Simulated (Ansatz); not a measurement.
`[F][GaH][SH]` + H₂O → `[OH][GaH][SH]` + H–F at 600 K and 1 bar (formal hydrolysis of a Ga–F bond).

Gas-phase electronic energies from Ansatz, PBE0-D4/def2-TZVP geometries. CBS: MP2 limit from def2 TZ/QZ plus the TZ coupled-cluster correction, frozen cores. This one scheme is used for every species. For Ga outer-core shells are correlated without core-valence functions, which leaves a few kJ/mol of doubt a bond. Scalar relativity is left out up to krypton. One conformer a species, not always the lowest.

| species | CCSD(T)/CBS energy (Eh) | H − E (kJ/mol) | S (J/(mol·K)) |
| --- | --- | --- | --- |
| `[F][GaH][SH]` | -2422.78377 | 87.8 | 359.2 |
| H₂O | -76.37941 | 76.8 | 212.8 |
| `[OH][GaH][SH]` | -2398.75721 | 122.8 | 372.7 |
| H–F | -100.39570 | 42.3 | 194.0 |

H − E and S are ideal-gas, rigid-rotor, harmonic terms from PBE0-D4/def2-TZVP, for one conformer and one mirror image of each species. 1 Eh = 2625.50 kJ/mol, R = 8.31446 J/(mol·K).

**Question.** By hand: ΔE, ΔH, ΔS and ΔG.

**Answer.** ΔE = (-2398.75721) + (-100.39570) − (-2422.78377) − (-76.37941) = 0.01027 Eh = 27.0 kJ/mol. Δ(H − E) = 122.8 + 42.3 − 87.8 − 76.8 = 0.5, so ΔH = 27.5 kJ/mol. ΔS = 372.7 + 194.0 − 359.2 − 212.8 = -5.3 J/(mol·K). ΔG = 27.5 − 600 × (-5.3)/1000 = 30.7 kJ/mol.

**Question.** By hand: the equilibrium constant, and the temperature at which ΔG would vanish if ΔH and ΔS stayed fixed.

**Answer.** log₁₀ K = −ΔG/(RT ln 10) = -2.7. ΔH and −TΔS have one sign here, so there is no such temperature.

The number of gas molecules stays the same, so ΔS is small and ΔH decides. A doubt of 5 kJ/mol in ΔE shifts log₁₀ K by 0.4 here. Other conformers and mirror images would add mixing entropy, several J/(mol·K) or more a flexible species. These are equilibria of isolated gas molecules and say nothing of rates. Largest T1 diagnostic: 0.014 (customary marks: 0.02 for closed shells, 0.045 for open ones).

ΔS is within the doubt of such terms, so its sign, and with it that verdict, could turn.
